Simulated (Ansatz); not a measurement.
The cluster Cu₄Ag⁺. Total charge 1; singlet. Geometry PBE-D4/def2-SVP.

Cartesian coordinates in Å:
```
Ag -1.9449 0.1498 -0.1019
Cu -1.2480 -1.1259 1.8963
Cu 0.4899 -0.3243 0.4718
Cu 0.3006 0.9393 -1.5017
Cu 2.4024 0.3612 -0.7644
```

In the def2 sets Ag takes a core potential, while STO-3G treats all electrons; there is no spin–orbit coupling. Another isomer (singlet) lies 0.11 eV lower at PBE0-D4/def2-TZVP; other spin states weren't run for this one.

Estimate the orbital energies around the gap (eV) in Ansatz with HF/STO-3G, PBE-D4/def2-SVP, PBE-D4/def2-TZVP, revPBE-D4/def2-TZVP, ωB97X-V/def2-TZVP.


| orbital | HF/STO-3G | PBE-D4/def2-SVP | PBE-D4/def2-TZVP | revPBE-D4/def2-TZVP | ωB97X-V/def2-TZVP |
| --- | --- | --- | --- | --- | --- |
| HOMO−5 | -13.75 | -9.52 | -10.05 | -9.93 | -14.09 |
| HOMO−4 | -13.37 | -9.38 | -9.94 | -9.82 | -13.99 |
| HOMO−3 | -12.26 | -9.37 | -9.94 | -9.81 | -13.88 |
| HOMO−2 | -11.29 | -9.34 | -9.92 | -9.79 | -13.85 |
| HOMO−1 | -10.41 | -9.31 | -9.83 | -9.70 | -13.67 |
| HOMO | -9.75 | -9.20 | -9.64 | -9.50 | -11.68 |
| LUMO | -4.08 | -8.12 | -8.46 | -8.31 | -5.59 |
| LUMO+1 | -3.19 | -6.61 | -6.93 | -6.80 | -4.10 |
| LUMO+2 | -2.84 | -6.33 | -6.64 | -6.50 | -3.59 |
| LUMO+3 | -2.06 | -5.71 | -5.99 | -5.87 | -3.36 |
| LUMO+4 | -0.68 | -4.99 | -5.35 | -5.24 | -2.59 |
| LUMO+5 | -0.20 | -4.39 | -4.80 | -4.70 | -1.98 |
